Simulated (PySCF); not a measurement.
# Dipole moment and polarisability of HgF2

Species: HgF2 (singlet state).
Geometry (PBE0-D3(BJ)/def2-SVP, Å), atoms numbered from 1 in this order:
```
atom  x, y, z in Å
Hg1   -0.0010   -0.0006    0.0000
F2    -0.0121   -0.0149    1.9161
F3     0.0132    0.0155   -1.9161
```

Level: CAM-B3LYP/def2-SVPD (PySCF), static field, nuclei fixed, core orbitals frozen in the response. The polarisability tensor in these axes (au):

```
x   22.75  0.00 -0.11
y    0.00 22.75 -0.13
z   -0.11 -0.13 39.15
```

Give the principal values, the mean and the anisotropy Δα = √{½[(α1 − α2)² + (α2 − α3)² + (α1 − α3)²]}.

Principal values 22.75, 22.75 and 39.15 au; mean 28.21 au = 4.18 Å³ = 4.65 × 10⁻⁴⁰ C²·m²/J; Δα = 16.41 au (58 % of the mean).

What is the dipole moment?

0.01 D; point group D∞h allows none, and the residue is numerical.

What would n − 1 = 2πNα be for an ideal gas of these molecules at 400 K and 1 atm, electronic part alone?

N = p/kT = 1.8347 × 10¹⁹ cm⁻³, so n − 1 = 2π × N × 4.18 × 10⁻²⁴ cm³ = 482 × 10⁻⁶ at long wavelengths, for an ideal gas.

What molar refraction does this α imply?

Lorentz–Lorenz: R = (4π/3)N_A α = 2.5225 cm³/(mol·Å³) × 4.18 Å³ = 10.5 cm³/mol, in the limit of long wavelengths.

Find the Langevin capture rate constant for H3+ (3.023 u) meeting this molecule (239.967 u), k = 2.342 × 10⁻⁹ cm³/s × √(α in Å³ / reduced mass in u).

The reduced mass is 2.99 u, so k = 2.77 × 10⁻⁹ cm³/s.

Form Σ f/ω² (atomic units) for the 10 lowest TDDFT singlets, given as eV and f, and set it beside the mean polarisability, which is this sum over all singlets: 6.02, 0.0000; 6.02, 0.0000; 7.25, 0.0200; 7.25, 0.0200; 7.50, 0.0000; 8.26, 0.0956; 8.58, 0.0000; 8.60, 0.0000; 8.60, 0.0000; 9.44, 0.0000.

They add up to 1.60 au, 5.7 % of the 28.21 au; the largest single term is 1.04 au, from the state at 8.26 eV. Terms in order: 0.00, 0.00, 0.28, 0.28, 0.00, 1.04, 0.00, 0.00, 0.00, 0.00 au. Higher excitations give the rest. The strengths listed sum to 0.135.

What depolarisation ratio follows for Rayleigh scattering of linearly polarised light, taking the static tensor?

ρ = 3Δα²/(45ᾱ² + 4Δα²) = 807.6/(35824 + 1076.8) = 0.0219.

Isolated species at its PBE0-D3(BJ)/def2-SVP geometry, gas phase. Atoms past krypton carry effective core potentials; spin–orbit coupling is left out.
